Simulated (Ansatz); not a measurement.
Consider the cleavage of the Si–B bond: `CNB(F)[SiH3]` + `O[Si](O)(F)Cl` → `O[Si](F)(Cl)O[SiH3]` + `CNBF`.

Calculated with Ansatz (gas phase, PBE0-D4/def2-TZVP geometries, no zero-point term in ΔE). CCSD(T)/CBS adds triple-zeta CCSD(T) − MP2 to the extrapolated MP2 energy (def2 sets, frozen cores). This one scheme is used for every species. Functionals use def2-TZVPP. B3LYP here is the variant with VWN-RPA as its local correlation; programs differ in this. Each species was taken in one conformer, which may not be the lowest.

`CNB(F)[SiH3]`:

```xyz
12

C    -0.164   -0.904   -1.493
N    -0.318   -1.203   -0.090
B    -0.149   -0.359    1.002
F    -0.359   -0.899    2.220
Si    0.380    1.602    0.956
H     0.126    0.139   -1.615
H     0.610   -1.527   -1.951
H    -1.098   -1.062   -2.040
H    -0.586   -2.157    0.109
H     0.579    2.140   -0.420
H     1.651    1.803    1.707
H    -0.670    2.427    1.616
```

`O[Si](O)(F)Cl`:

Z-matrix (Å, degrees):
```
Si
O 1 1.612
F 1 1.584 2 111.4
O 1 1.620 2 108.8 3 120.5
Cl 1 2.024 2 108.3 3 -116.3
H 2 0.959 1 117.9 3 -89.5
H 4 0.958 1 119.1 2 -173.6
```

`O[Si](F)(Cl)O[SiH3]`:

Cartesian coordinates in Å:
```
O -1.216 0.585 -2.136
Si -1.022 0.603 -0.534
F -2.351 0.141 0.190
Cl -0.658 2.515 0.010
O 0.159 -0.378 -0.065
Si 1.327 -0.720 1.043
H -1.253 -0.261 -2.585
H 2.182 -1.785 0.467
H 2.132 0.496 1.311
H 0.699 -1.197 2.299
```

`CNBF`:

Z-matrix (Å, degrees):
```
C
N 1 1.443
H 1 1.094 2 111.7
H 1 1.090 2 109.1 3 119.3
H 1 1.094 2 111.7 3 -121.4
B 2 1.388 1 126.0 3 -119.3
H 2 1.009 1 115.3 3 60.7
F 6 1.340 2 119.2 1 -180.0
H 6 1.197 2 121.7 1 0.0
```

| level | ΔE (kJ/mol) | difference from CCSD(T)/CBS |
| --- | --- | --- |
| PBE0-D4 | -110.5 | 16.2 |
| B3LYP-D4 | -127.2 | -0.5 |
| ωB97M-V | -125.9 | 0.8 |
| B2PLYP | -130.5 | -3.8 |
| PBE | -99.8 | 26.9 |
| r2SCAN | -118.8 | 7.9 |
| PBE0 | -109.9 | 16.8 |
| B3LYP | -126.4 | 0.3 |
| MP2/def2-TZVPP | -133.2 | -6.5 |
| CCSD/def2-TZVPP | -130.1 | -3.4 |
| HF/def2-QZVPP | -159.5 | -32.8 |
| MP2/def2-QZVPP | -134.9 | -8.2 |
| SCS-MP2/def2-QZVPP | -139.2 | -12.5 |
| HF/CBS(def2) | -159.9 | -33.2 |
| MP2/CBS(def2) | -134.3 | -7.6 |
| CCSD/CBS(def2) | -131.2 | -4.5 |
| CCSD(T)/CBS | -126.7 | 0 |

Largest T1 diagnostic among the species: 0.013.

From PBE to PBE0 (25 % exact exchange), in def2-TZVPP and without D4, ΔE moves by −10.1 kJ/mol. In def2-TZVPP, CCSD(T) changes the Hartree–Fock value by +30.8 kJ/mol (the triples alone add +4.5 kJ/mol) and MP2 by +23.2 kJ/mol.
